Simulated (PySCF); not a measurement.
Compound: C₆H₁₄Si.
Cartesian coordinates in Å at the GFN2-xTB level; atoms count from 1:
```
atom  x, y, z in Å
C1     3.117    0.353    0.381
C2     1.824    0.049   -0.367
C3     0.666   -0.228    0.591
C4    -0.622   -0.591   -0.134
C5    -1.265    0.544   -0.963
C6    -2.743    0.359   -0.562
Si7   -2.244   -0.800    0.872
H8     3.404   -0.494    1.001
H9     2.992    1.221    1.025
H10    3.926    0.558   -0.317
H11    1.568    0.895   -1.009
H12    1.973   -0.821   -1.011
H13    0.498    0.655    1.213
H14    0.946   -1.050    1.257
H15   -0.423   -1.454   -0.775
H16   -1.087    0.465   -2.035
H17   -0.897    1.515   -0.631
H18   -3.316   -0.134   -1.346
H19   -3.255    1.288   -0.324
H20   -2.844   -2.133    0.935
H21   -2.226   -0.179    2.197
```

Closed-shell single points with PySCF (density fitting; grid level 2 and gas phase unless stated) on one GFN2-xTB geometry.

**Question.** Rank these settings by the number of (spherical) basis functions, lowest first.
A. PBE0/pcSseg-1
B. PBE0/def2-SVPD
C. PBE0/def2-SVP, IEF-PCM chloroform
D. PBE0/6-311G**, energy threshold 1e-11 Eh

**Answer.** C (172), A (196), D (218), B (256).

**Question.** Rank these settings by the LUMO energy, lowest first.
A. PBE0/def2-SVP, IEF-PCM chloroform
B. PBE0/def2-SVPD
C. PBE0/pcSseg-1

**Answer.** B (0.26 eV), C (0.42 eV), A (0.78 eV).

All figures of these runs:

```tsv
settings	basis functions	SCF cycles	E (Eh)	HOMO (eV)	LUMO (eV)	dipole (D)
PBE0/pcSseg-1	196	12	-526.0797	-7.42	0.42	0.24
PBE0/def2-SVP, IEF-PCM chloroform	172	12	-525.8643	-7.27	0.78	0.36
PBE0/6-311G**, energy threshold 1e-11 Eh	218	11	-526.1868	-7.35	0.35	0.31
PBE0/def2-SVPD	256	12	-525.8779	-7.38	0.26	0.33
```

Cycle counts include a coarse-grid stage where the run had one. All basis functions are spherical, in the Pople sets too. The structure is a single GFN2-xTB conformer; no vibrational corrections.
